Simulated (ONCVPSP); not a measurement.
# What one change does to a pseudopotential (La (Z = 57), ONCV)

La (Z = 57), optimised norm-conserving Vanderbilt (ONCV), made with ONCVPSP 4.0.1 (PW91, fully relativistic). Core [Kr] 4d10, reference 5s2 5p6 5d1 6s1.5 (charge +0.5). Waves: 5s+6s: rc 2.55 bohr, ncon 4, nbas 8, qcut 5.4 1/bohr, 3 projectors, debl 0.3 Ha; 5p: rc 2.55 bohr, ncon 4, nbas 7, qcut 5.8 1/bohr, 2 projectors, debl 0.9 Ha; 5d: rc 3.70 bohr, ncon 4, nbas 9, qcut 4.8 1/bohr, 3 projectors, debl 0.8 Ha; f scattering state at 0.44 Ha: rc 2.95 bohr, ncon 3, nbas 7, qcut 3.6 1/bohr, 1 projector. Local part: polynomial inside 1.95 bohr (lpopt 3, dvloc0 0 Ha). Core correction: none.

Open shells are filled in proportion to 2j + 1.

In the f channel the program set the typed energies aside and used -0.260 Ha (j = l + 1/2; the other j can differ).

Change: p: rc 2.72.

Cutoffs: the cutoffs (Ha) at which the residual kinetic energy of the hardest occupied pseudo-wave falls to 1 and 0.1 mHa per electron; they do not see the model core or the augmentation charge, which bear on the density cutoff. Errors are all-electron minus pseudo energies relative to the spin-unpolarised reference configuration.

Q: How do hardness, ghosts and transferability respond?

A: The potential gets neither clearly harder nor softer (9.1 Ha and 12 Ha → 8.9 Ha and 11 Ha); the s channel sets the loose cutoff, while the largest relative change is in p, which becomes softer; the errors of the 4 common tests hardly move; neither file shows a bound ghost.

| quantity | base | changed |
| --- | --- | --- |
| cutoff, loose | 9.1 Ha | 8.9 Ha |
| cutoff, tight | 12 Ha | 11 Ha |
| loose cutoff by channel | s 8.9 Ha, p 9.1 Ha, d 5.8 Ha | s 8.9 Ha, p 7.1 Ha, d 5.8 Ha |
| bound ghosts | none | none |
| GHOST(+) flags under 300 eV | s at 236.8 eV | s at 236.8 eV |
| error for 5s2 5p6 5d1 6s2, meV [ΔE -2.42 eV] | -0.1 | -0.1 |
| error for 5s2 5p6 5d1 6s1, meV [ΔE 3.59 eV] | -0.1 | -0.1 |
| error for 5s2 5p6 5d1 6s0, meV [ΔE 14.50 eV] | -1.1 | -1.1 |
| error for 5s2 5p6 5d0 6s2 6p1, meV [ΔE -0.11 eV] | -1.9 | -1.8 |
| s: phases at 2.58 bohr within 0.05 rad from the reference energy up to (Ha; the scan ends near 5) | to the end of the scan | to the end of the scan |
| d5/2: phases at 3.76 bohr within 0.05 rad from the reference energy up to (Ha; the scan ends near 5) | to the end of the scan | to the end of the scan |
| d3/2: phases at 3.76 bohr within 0.05 rad from the reference energy up to (Ha; the scan ends near 5) | to the end of the scan | to the end of the scan |
| f7/2: phases at 3.00 bohr within 0.05 rad from the reference energy up to (Ha; the scan ends near 5) | -0.2 | -0.2 |
| f5/2: phases at 3.00 bohr within 0.05 rad from the reference energy up to (Ha; the scan ends near 5) | -0.2 | -0.2 |

Base: The cutoffs count occupied waves only; projector 1 of the f channel, the hardest unoccupied one, needs 41 Ha at the loose tolerance. These tests converged, but a pseudo level misses the all-electron one widely, so the file describes the atom poorly there or has found another state: 5s2 5p6 5d0 6s2 6p1: empty 5d by 4.9 eV. Changed file: The cutoffs count occupied waves only; projector 1 of the f channel, the hardest unoccupied one, needs 41 Ha at the loose tolerance. These tests converged, but a pseudo level misses the all-electron one widely, so the file describes the atom poorly there or has found another state: 5s2 5p6 5d0 6s2 6p1: empty 5d by 4.9 eV.
